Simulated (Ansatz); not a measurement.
Relaxation of C$_{2}$H$_{9}$NOSi (14 atoms, charge 0, multiplicity 1), to a largest force component of 0.02 eV/Å in at most 40 steps.

Method: Ansatz 0.2.0, RKS PBE-D4/6-31G.

```xyz
14
Properties=species:S:1:pos:R:3
Si 0.000 0.000 0.000
H 0.000 0.000 1.460
O 1.584 0.000 -0.559
H 1.901 -0.952 -0.676
H -0.688 1.191 -0.486
N -0.857 -1.485 -0.606
C -1.599 -2.340 0.332
H -1.222 -2.174 1.363
H -2.679 -2.087 0.289
H -1.457 -3.405 0.054
C -0.808 -1.831 -2.034
H -1.610 -1.286 -2.575
H 0.179 -1.543 -2.451
H -0.957 -2.924 -2.156
```

Problem. Where does it end, and by what steps?

Solution. The run converged. Limits of this set-up: no polarisation functions. After 12 steps the energy has fallen by 0.505 eV; H13 moved furthest, 1.24 Å.

| step | energy less start (eV) | largest force component (eV/Å) | accepted |
| --- | --- | --- | --- |
| 0 | 0.0000 | 2.190 | yes |
| 1 | -0.3030 | 1.150 | yes |
| 2 | -0.3898 | 0.759 | yes |
| 3 | -0.3990 | 0.935 | yes |
| 4 | -0.4280 | 0.131 | yes |
| 5 | -0.4424 | 0.094 | yes |
| 6 | -0.4560 | 0.326 | yes |
| 7 | -0.4681 | 0.351 | yes |
| 8 | -0.4830 | 0.373 | yes |
| 9 | -0.4956 | 0.267 | yes |
| 10 | -0.4995 | 0.340 | yes |
| 11 | -0.5044 | 0.037 | yes |
| 12 | -0.5046 | 0.019 | yes |

```xyz
14
Properties=species:S:1:pos:R:3
Si 0.143 -0.083 -0.146
H -0.251 0.185 1.296
O 1.878 -0.326 -0.263
H 2.317 -0.987 0.318
H -0.043 1.058 -1.108
N -0.943 -1.390 -0.649
C -1.483 -2.379 0.286
H -1.336 -2.035 1.324
H -2.571 -2.512 0.122
H -1.004 -3.375 0.177
C -1.179 -1.692 -2.065
H -2.262 -1.832 -2.254
H -0.825 -0.856 -2.691
H -0.655 -2.613 -2.394
```

The run took 54 s on 1 thread of Arm Neoverse V2 (shared host), peak memory 0.17 GiB.
